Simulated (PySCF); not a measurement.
H₄Al₂O₅ (SMILES [OH][Al]([OH])[O][Al]([OH])[OH]), singlet, geometry from GFN2-xTB (such geometries of metal compounds can be far from the true shape), atoms displaced at random by about 0.03 Å a coordinate; PySCF with DF-HF/STO-3G, gradient.

Here is a job for PySCF.
```python
from pyscf import gto, scf

mol = gto.Mole()
mol.atom = '''
    Al   -1.416092   -0.713002   -0.212106
    O    -2.851071    0.070670   -0.485388
    O    -1.613867   -2.383832    0.024451
    O    -0.014672    0.001631    0.046082
    Al    1.482574    0.769474    0.198790
    O     2.895766   -0.027572   -0.036472
    O     1.534111    2.429247    0.538483
    H    -3.262537    0.887698   -0.593910
    H    -1.145396   -3.213630    0.107071
    H     3.267952   -0.888921   -0.202051
    H     1.068839    3.183508    0.659949
'''
mol.basis = 'sto-3g'
mol.charge = 0
mol.spin = 0
mol.verbose = 3
mol.build()

mf = scf.RHF(mol)
mf = mf.density_fit(auxbasis='def2-universal-jkfit')
mf.kernel()
g = mf.nuc_grad_method()
g.auxbasis_response = False
grad = g.kernel()
```

It wrote (shortened):

```
converged SCF energy = -849.718554682476
--------------- DFRHF gradients ---------------
         x                y                z
0 Al     0.0273132898     0.0358369027    -0.0089040266
1 O    -0.0421547811     0.1019804786    -0.0104877778
2 O     0.0403302918    -0.0650076138     0.0091228577
3 O    -0.0565116112    -0.0292981399    -0.0036968053
4 Al     0.0523211808    -0.0177827407    -0.0005019543
5 O     0.0034143130    -0.0534029853    -0.0096079243
6 O    -0.0986097266     0.1570042768     0.0256436569
7 H     0.0108091601    -0.0685367710     0.0059670666
8 H    -0.0293889121     0.0011020504     0.0018522944
9 H     0.0122189251     0.0231982153     0.0024794544
10 H     0.0803761313    -0.0851501740    -0.0124183968
----------------------------------------------
```
